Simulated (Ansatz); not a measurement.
`O[SiH2]OBF` + `CC[SeH]` → `CC[Se]BF` + `O[SiH2]O`  (ligand exchange at a B–O bond)

Gas-phase electronic energies from Ansatz, PBE0-D4/def2-TZVP geometries. CBS: MP2 limit from def2 TZ/QZ plus the TZ coupled-cluster correction, frozen cores. DFT in def2-TZVPP. For Se outer-core shells are correlated without core-valence functions, which leaves a few kJ/mol of doubt a bond. Scalar relativity is left out up to krypton. One conformer a species, not always the lowest.

(1) Is it downhill or uphill in electronic energy at CCSD(T)/CBS, and by how much? (Best estimate.)

(2) What do these levels give: r2SCAN-D4, ωB97X-V, ωB97M-V, B2PLYP, r2SCAN, HF/def2-TZVPP, SCS-MP2/def2-TZVPP, CCSD/def2-TZVPP, MP2/def2-QZVPP, HF/CBS(def2), MP2/CBS(def2), CCSD/CBS(def2)? (Best estimate.)

Largest T1 diagnostic among the species: 0.013.

## Answers

(1) Ansatz gave: Uphill: ΔE = +66.1 kJ/mol.

(2) The calculation gave: r2SCAN-D4 65.6, ωB97X-V 71.0, ωB97M-V 72.0, B2PLYP 72.7, r2SCAN 66.0, HF/def2-TZVPP 95.0, SCS-MP2/def2-TZVPP 70.4, CCSD/def2-TZVPP 73.3, MP2/def2-QZVPP 63.6, HF/CBS(def2) 97.2, MP2/CBS(def2) 61.8, CCSD/CBS(def2) 70.7 kJ/mol.

In def2-TZVPP, CCSD(T) changes the Hartree–Fock value by −26.3 kJ/mol (the triples alone add −4.6 kJ/mol) and MP2 by −30.6 kJ/mol. From PBE to PBE0 (25 % exact exchange), in def2-TZVPP and without D4, ΔE moves by +6.4 kJ/mol.
